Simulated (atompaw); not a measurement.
What one change does to a pseudopotential (Nb (Z = 41), PAW (atompaw))

atompaw 4.2.0.5 input, output lines left out:

```
Nb 41
LDA-PW scalarrelativistic loggrid 1500 logderivrange -6 5 276
5 5 4 0 0 0
5 0 1
5 1 0
4 2 4
0 0 0
c
c
c
v
v
c
c
v
v
c
v
2
2.15 1.85 1.85 1.35
n
n
y
0.9
n
custom polynom2 7 10 vanderbiltortho sinc
3 0 troulliermartins
1.30
2.15
1.60
1.90
2.15
1.85
```

All-electron outer shells of the reference configuration (LDA (PW92), scalar-relativistic, ld1.x):

```tsv
shell	level (eV)	outermost node (bohr)	outermost maximum (bohr)
3p	-346.47	0.17	0.39
3d	-196.59	–	0.33
4s	-58.46	0.53	1.02
4p	-34.61	0.54	1.12
5s	-4.19	1.40	3.04
4d	-3.21	0.55	1.51
5p	-1.22	1.62	4.21
```

Change: all radii scaled by about 1.16 (s 1.52, p 1.86, d 2.50 bohr); local potential troulliermartins scheme with l = 3 at 0 Ry, radius 2.16 bohr; augmentation sinc compensation charge, radius 2.16 bohr; PAW radius 2.50 bohr; waves and projectors: custom polynom2 7 10 vanderbiltortho; core correction smooth core density matched at 1.58 bohr.

Cutoffs: the cutoffs (Ry, on a coarse ladder) from which the occupation-weighted sum of valence levels, in a spherical-Bessel basis at the reference potential, stays within 10 and 1 mRy of its value at 400 Ry; they do not see the model core or the augmentation charge, which bear on the density cutoff.

Task: What does the change do?

Result: The potential gets harder (25 Ry and 60 Ry → 30 Ry and 70 Ry); both files keep a bound ghost (d).

| quantity | base | changed |
| --- | --- | --- |
| cutoff, loose | 25 Ry | 30 Ry |
| cutoff, tight | 60 Ry | 70 Ry |
| bound ghosts | d | d |
| lowest overlap eigenvalue by channel | s 0.62, p 0.81, d 1.00 | s 0.36, p 0.63, d 0.58 |

 A true bound ghost makes a file unfit for plane-wave use even where its test errors are small: the radial tests pick states by their node count and pass the ghost by. The cutoffs see the waves, projectors and local potential, not the compensation charge or the core.
